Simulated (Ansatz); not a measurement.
Isolated molecules relaxed with PBE0-D4/def2-TZVP in Ansatz; ΔE leaves out vibrations. CCSD(T)/CBS adds triple-zeta CCSD(T) − MP2 to the extrapolated MP2 energy (def2 sets, frozen cores). DFT in def2-TZVPP. One conformer a species, not always the lowest.

Consider the substitution at a C–C bond: `CC(C)(C)C` + `CO[SiH](S)Cl` → `CO[SiH](Cl)SC` + `CC(C)C`.

(1) Is it downhill or uphill in electronic energy at CCSD(T)/CBS, and by how much? (Estimate.)

(2) What do these levels give: PBE-D4, ωB97M-V, B2PLYP, PBE, r2SCAN, PBE0, HF/def2-TZVPP, SCS-MP2/def2-TZVPP, CCSD(T)/def2-TZVPP, HF/def2-QZVPP, MP2/def2-QZVPP, CCSD/CBS(def2)? (An estimate is asked.)

Largest T1 diagnostic among the species: 0.011.

## Answers

(1) Computed: Uphill: ΔE = +20.2 kJ/mol.

(2) Ansatz gave: PBE-D4 12.6, ωB97M-V 19.1, B2PLYP 15.2, PBE 10.8, r2SCAN 16.3, PBE0 13.3, HF/def2-TZVPP 12.0, SCS-MP2/def2-TZVPP 21.5, CCSD(T)/def2-TZVPP 23.5, HF/def2-QZVPP 11.7, MP2/def2-QZVPP 22.3, CCSD/CBS(def2) 19.6 kJ/mol.

In def2-TZVPP, CCSD(T) changes the Hartree–Fock value by +11.5 kJ/mol (the triples alone add +0.6 kJ/mol) and MP2 by +12.3 kJ/mol.
